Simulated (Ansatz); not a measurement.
```yaml
crystal:
  periodic: [false, false, false]
  atoms:
    - {symbol: O, position_ang: [0.185852, 0.919285, -1.296419]}
    - {symbol: Ti, position_ang: [0.300879, -0.137622, 0.117553]}
    - {symbol: O, position_ang: [-0.888056, -1.907289, -0.328479]}
    - {symbol: Se, position_ang: [-0.888056, -2.207289, -0.378479]}
    - {symbol: Se, position_ang: [-0.688202, 0.965694, 2.046972]}
    - {symbol: H, position_ang: [-0.025286, 1.820218, -1.540281]}
    - {symbol: H, position_ang: [2.857790, -0.336907, 0.454741]}
    - {symbol: H, position_ang: [-1.582777, -1.529704, -1.483543]}
    - {symbol: H, position_ang: [-2.010819, 0.971025, 1.401613]}
basis:
  gaussian: {orbitals: pcseg-2}
hamiltonian: {xc: {name: HF}}
correlation: {method: rpa}
accuracy: high
```

```sh
$ ansatz run in.yaml --threads 4 --pin off --events-out ev --progress --plain --max-ram 11315MiB
```

Output, abridged:

```
Functional definition: HF
4364 factors; integrals over basis functions are off by at most 1.7e-8 eV
mean field evaluation 1: about -155468.4482 eV, gradient 9.6e1 eV
mean field evaluation 2: about -155469.6969 eV, gradient 9.6e1 eV
mean field evaluation 4: about -155481.5448 eV, gradient 4.4e1 eV
mean field evaluation 8: about -155488.5708 eV, gradient 2.1e0 eV
mean field evaluation 16: about -155488.8099 eV, gradient 3.1e-1 eV
mean field -155488.81629532 eV, -5714.1086047478 hartree, gradient 3.6e-8 eV, S^2 0.000000; 4 other end points of the search recorded, 0 dependent functions left out; unrestricted orbitals would lower it
25 core orbitals not correlated: weight in the atoms' cores, before any rotation towards them, 0.792 or more for the frozen orbitals, at most 0.200 for the correlated occupied ones
reference -155488.81629532 eV, -5714.1086047478 hartree; 30, 30 occupied and 203, 203 virtual orbitals, 4364 factors
Total energy: -155529.79400691 eV, -5715.6145078733 hartree
```

**Question.** Something in this input is off. What?

**Answer.** One atom was put on top of another. The run converged. The result belongs to that input, not to the molecule as meant.
